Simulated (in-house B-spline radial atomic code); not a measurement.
Configurations of K2+, with energies counted from [Ne] 3s2 3p5. Method: scalar-relativistic (X2C) LC-wPBE, spin-polarised, spherical fractional occupations, Fermi nucleus of rms radius 3.4349 fm. Calculated with a B-spline radial code for spherical atoms. Shells without spins written out take the highest spin.

Caution: exact exchange at fractional occupations of open shells leaves self-interaction of up to several eV.

Occupations are held fixed; configurations that lie above the ionisation limit could autoionise.

```csv
configuration,E - E(ref) (eV),highest orbital,its <r> (bohr)
"[Ne] 3s(0 up, 1 down) 3p6",14.614,3p up,1.353
[Ne] 3s2 3p4 4s1,26.138,4s up,3.18
[Ne] 3s1 3p5 3d1,43.275,3d up,1.777
"[Ne] 3s(1 up, 0 down) 3p(2 up, 3 down) 4s(1 up, 0 down)",46.111,4s up,3.194
[Ne] 3s1 3p5 4p1,49.823,4p up,3.823
[He] 2s2 2p5 3s2 3p5 4f1,323.82,4f up,6.553
```

Task: Order these further configurations by energy, lowest first.
A. [Ne] 3s2 3p4 4d1
B. [Ne] 3s1 3p5 4f1
C. [He] 2s2 2p(3 up, 2 down) 3s2 3p6
D. [He] 2s2 2p5 3s2 3p5 3d1
E. [He] 2s2 2p(2 up, 3 down) 3s2 3p(2 up, 3 down) 4f(1 up, 0 down)

Result: A (36.899 eV), B (57.646 eV), C (276.51 eV), D (308.13 eV), E (323.82 eV).

Task: How far above the reference does [Ne] 3s1 3p5 4d1 lie?

Result: 54.854 eV; its least bound orbital is 4d up with <r> = 5.192 bohr.

Task: How far above the reference does [He] 2s2 2p5 3s2 3p5 4d1 lie?

Result: 320.77 eV; its least bound orbital is 4d up with <r> = 5.026 bohr.
